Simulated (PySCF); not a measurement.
## How methods differ on the ionisation energy of Sb³³⁺

Sb³³⁺ [Ar] → Sb³⁴⁺ [Ne] 3s2 3p5 [3p1/2^2 3p3/2^3, M_J = 3/2], as a difference of total energies. Computed with PySCF 2.14 in an even-tempered Gaussian basis (19 s from 5.9 bohr⁻², ratio 2.4; 14 p from 7.6 bohr⁻², ratio 2.4; 5 d from 32 bohr⁻², ratio 2.6; 4 f from 47 bohr⁻², ratio 2.6), with the two-component X2C-1e Hamiltonian. Correlated levels: 1s2 frozen; the 56 highest virtual spinors dropped. "Screened" scales the spin-orbit matrix elements by Boettger's factors to mimic the two-electron term; Breit and QED terms are absent.

```
                    method  ionisation energy (eV)
           GHF (spin-free)                  2210.2
          GMP2 (spin-free)                  2211.0
 GHF (screened spin-orbit)                  2191.2
GMP2 (screened spin-orbit)                  2192.0
```

Breit and QED terms and the two-electron picture change are absent.

The spin-free rows lack the spin-orbit shift.

For comparison: 2190 ± 5 eV (theoretical estimate listed by NIST; NIST Atomic Spectra Database, ionization energies).
